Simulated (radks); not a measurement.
Question: Fe2+, 24 electrons, occupied as [Ar] 3d6. All-electron calculation, non-relativistic Kohn-Sham, PBE, spin-unpolarised, spherical densities, point nucleus. Program: a radial shooting solver on a logarithmic mesh with Libxc functionals. Some entries of the table are withheld. Estimate them.

orbital,occ.,eigenvalue (eV),<1/r> (bohr^-1),r(max) (bohr)
1s,2,-6951.732,25.52,(1)
2s,2,-824.3642,5.465,0.2252
2p,6,-713.9004,5.417,(2)
3s,2,-110.2920,1.720,0.7086
3p,6,-77.9920,(3),0.7168
3d,6,-25.8853,1.241,0.7100

Answer: 
(1) 1s r(max) (bohr): 0.03896
(2) 2p r(max) (bohr): 0.1810
(3) 3p <1/r> (bohr^-1): 1.594
